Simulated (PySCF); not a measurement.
Compound: C₅H₁₀N₂Si₂.
Z-matrix (Å and degrees, PBE0-D3(BJ)/def2-SVP geometry), rows numbered from 1:
```
N 
Si  1  1.7396
Si  2  2.3526  1  118.24
C   2  1.8919  1  109.73  3  -118.35
C   4  1.3994  2  123.96  1   -26.87
C   5  1.3928  4  118.95  2  -179.66
C   6  1.3927  5  118.62  4     0.07
C   7  1.3959  6  118.46  5    -0.40
N   8  1.3287  7  123.15  6     0.07
H   1  1.0142  2  120.10  3    43.13
H   1  1.0135  2  118.55  3   -97.82
H   2  1.4983  1  105.03  3   123.30
H   3  1.4942  2  112.51  1   165.47
H   3  1.5018  2  109.77  1    45.74
H   3  1.4969  2  110.26  1   -72.19
H   5  1.0931  4  119.44  2     0.77
H   6  1.0933  5  120.76  4  -179.87
H   7  1.0923  6  121.28  5  -179.89
H   8  1.0963  7  120.31  6  -179.40
```

All values: CAM-B3LYP/def2-SVPD (PySCF, non-relativistic), on one gas-phase PBE0-D3(BJ)/def2-SVP geometry that isn't relaxed in the solvent. The solvent is an IEF-PCM continuum (van der Waals radii × 1.2), and excitations are vertical TDDFT with non-equilibrium linear response and a frozen core. Specific hydrogen bonds and non-electrostatic terms are outside this model.

Gas-phase singlets (H = HOMO, L = LUMO):

| state | E (eV) | λ (nm) | f | leading configuration |
| --- | --- | --- | --- | --- |
| S1 | 4.711 | 263 | 0.006 | H-1→L 58% |
| S2 | 5.097 | 243 | 0.002 | H-1→L+1 55% |
| S3 | 5.347 | 232 | 0.098 | H→L 41% |
| S4 | 5.578 | 222 | 0.028 | H-2→L 32% |
| S5 | 6.094 | 203 | 0.021 | H→L+1 34% |

Question: What are the lowest 5 singlets in cyclohexane (ε = 2.017)?

Answer: 
```csv
state,E (eV),λ (nm),f,leading configuration,change by rank (eV)
S1,4.745,261,0.009,H-1→L 55%,+0.034
S2,5.142,241,0.005,H-1→L+1 52%,+0.045
S3,5.322,233,0.140,H→L 38%,-0.025
S4,5.585,222,0.045,H-2→L 31%,+0.007
S5,6.076,204,0.100,H→L+1 31%,-0.018
```

Question: The ground-state energy changes by -0.092 eV from gas to cyclohexane. By how much does the total energy of gas-phase S1 change?

Answer: E(S1) = E(S0) + excitation energy, so it changes by -0.092 + 0.034 = -0.058 eV: it is lowered less than the ground state, which is what a blue shift means. This is the vertical state, with the slow part of the continuum still set for S0.

Question: How do the frontier levels move from gas to cyclohexane?

Answer: 
```json
{"orbital": "LUMO+2", "gas (eV)": "1.01", "solvent (eV)": "1.09", "change (eV)": "+0.08", "Löwdin shares, gas": "Si2 20 %, Si3 14 %, H10 10 %, N1 10 %", "Löwdin shares, solvent": "Si2 20 %, Si3 16 %, N1 9 %, H10 9 %"}
{"orbital": "LUMO+1", "gas (eV)": "0.31", "solvent (eV)": "0.35", "change (eV)": "+0.04", "Löwdin shares, gas": "C5 20 %, C8 20 %, C6 12 %, N9 11 %", "Löwdin shares, solvent": "C5 20 %, C8 20 %, C6 12 %, N9 11 %"}
{"orbital": "LUMO", "gas (eV)": "-0.04", "solvent (eV)": "0.00", "change (eV)": "+0.04", "Löwdin shares, gas": "N9 18 %, C4 17 %, C6 16 %, C7 15 %", "Löwdin shares, solvent": "N9 18 %, C4 17 %, C6 16 %, C7 15 %"}
{"orbital": "HOMO", "gas (eV)": "-8.22", "solvent (eV)": "-8.20", "change (eV)": "+0.02", "Löwdin shares, gas": "N1 26 %, Si3 18 %, Si2 16 %, C4 9 %", "Löwdin shares, solvent": "N1 28 %, Si3 18 %, Si2 15 %, C4 9 %"}
{"orbital": "HOMO-1", "gas (eV)": "-8.70", "solvent (eV)": "-8.70", "change (eV)": "0.00", "Löwdin shares, gas": "N9 39 %, C4 13 %, C8 11 %, C5 9 %", "Löwdin shares, solvent": "N9 36 %, C4 14 %, C8 12 %, C5 10 %"}
{"orbital": "HOMO-2", "gas (eV)": "-9.01", "solvent (eV)": "-8.97", "change (eV)": "+0.04", "Löwdin shares, gas": "N9 16 %, C4 14 %, C8 14 %, C5 13 %", "Löwdin shares, solvent": "N9 19 %, C8 14 %, C4 14 %, N1 12 %"}
{"orbital": "HOMO-3", "gas (eV)": "-9.65", "solvent (eV)": "-9.62", "change (eV)": "+0.03", "Löwdin shares, gas": "C6 26 %, N9 24 %, C5 14 %, C7 12 %", "Löwdin shares, solvent": "C6 26 %, N9 24 %, C5 14 %, C7 12 %"}
```

The HOMO–LUMO gap goes from 8.17 to 8.19 eV.

On one thread, Arm Neoverse V2 (aarch64), on a shared host, this took 1.7 min of wall time and 1.6 GiB of memory at its peak. This is the whole response run at CAM-B3LYP/def2-SVPD in cyclohexane, SCF included.
